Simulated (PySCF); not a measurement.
Two-component Hartree-Fock for Nd²⁺ (neodymium, charge +2)

Start: [Xe] 4f4; 4f5/2 filled at m_j = -1/2, +1/2, +3/2, +5/2. Calculated with PySCF 2.14 in x2c-TZVPall-2c (11s11p10d4f1g, 131 functions): generalised Hartree-Fock with the X2C-1e Hamiltonian and a Gaussian nucleus; one run each with spin-orbit coupling (SO) switched off, then screened by Boettger's factors.

```
spinor shell  electrons  ε, spin-free (eV)  ε, screened SO (eV)  weight of nominal j (screened SO)  rms radius, screened SO (bohr)
       1s1/2          2           -43795.5             -43788.9                              1.000                          0.0269
       2s1/2          2            -7207.2              -7205.1                              1.000                           0.109
       2p1/2          2            -6437.7              -6802.4                              1.000                          0.0938
       2p3/2          4            -6437.7              -6278.3                              1.000                          0.0998
       3s1/2          2            -1620.5              -1619.8                              1.000                           0.283
       3p1/2          2            -1372.5              -1447.1                              1.000                           0.275
       3p3/2          4            -1372.5              -1339.4                              1.000                           0.288
       3d3/2          4            -1028.1              -1041.9                              0.997                           0.260
       3d5/2          6            -1028.1              -1018.1                              0.998                           0.263
       4s1/2          2            -352.62              -352.38                              1.000                           0.645
       4p1/2          2            -268.73              -286.15                              0.982                           0.668
       4p3/2          4            -268.73              -260.83                              0.991                           0.694
       4d3/2          4            -146.23              -152.53                              0.772                           0.762
       4d5/2          6            -146.23              -141.80                              0.848                           0.767
       5s1/2          2            -62.816              -62.774                              1.000                            1.59
       5p1/2          2            -40.167              -42.999                              0.926                            1.78
       5p3/2          4            -40.167              -38.880                              0.963                            1.88
       4f5/2          4            -24.634              -24.641                              0.699                            1.14
```

| quantity | spin-free | screened SO |
| --- | --- | --- |
| E (hartree) | -9616.93075 | -9621.74854 |
| M_J | 4 | 4 |
| ⟨J²⟩ | 24.008 | 23.439 |
| ⟨L²⟩ | 42.005 | 41.887 |
| ⟨S²⟩ | 6.004 | 5.996 |

The determinant has a definite M_J but mixes levels of different J.

Each row is a mean over spinors that exchange with the open shell spreads, by up to 10.053 eV (4d3/2).

Rows whose weight is well below 1 are mixtures of j = l ± 1/2: exchange outweighs spin-orbit coupling there, and the label is only the starting occupation.

Breit and QED terms are absent; they matter most for the inner s and p1/2 levels.

Densities and radii are taken from the X2C orbitals without a picture-change correction, which distorts them close to the nucleus.

Without spin-orbit coupling the j labels of p, d and f shells carry no meaning; the spin-free column gives the mean over the occupied spinors of each nl shell, and its ⟨J²⟩ belongs to a mixture of degenerate components.
